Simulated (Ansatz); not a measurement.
BeBrH (SMILES [BeH][Br]) moved off its minimum; all values from Ansatz (a program for electronic structure), cores frozen in correlated methods.
(charge 0, multiplicity 1)
```xyz
3

Be    -0.0206     0.1589    -1.6269
H      0.1584    -0.1028    -3.0114
Br     0.0869     0.0259     0.2772
```

Forces at wB97M-V/def2-TZVPP (eV/Å):

```tsv
atom	Fx	Fy	Fz
Be1	0.407	-0.586	-2.044
H2	-0.329	0.470	1.222
Br3	-0.078	0.116	0.823
```

Q: Give the forces (eV/Å), the total energy and the dipole at CCSD(T)/aug-cc-pVTZ.

A: 
```json
[
 {"atom": "Be1", "Fx": "0.382", "Fy": "-0.550", "Fz": "-2.032"},
 {"atom": "H2", "Fx": "-0.312", "Fy": "0.444", "Fz": "1.111"},
 {"atom": "Br3", "Fx": "-0.070", "Fy": "0.106", "Fz": "0.921"}
]
```
Energy -2587.9870 hartree, dipole 0.70 D.
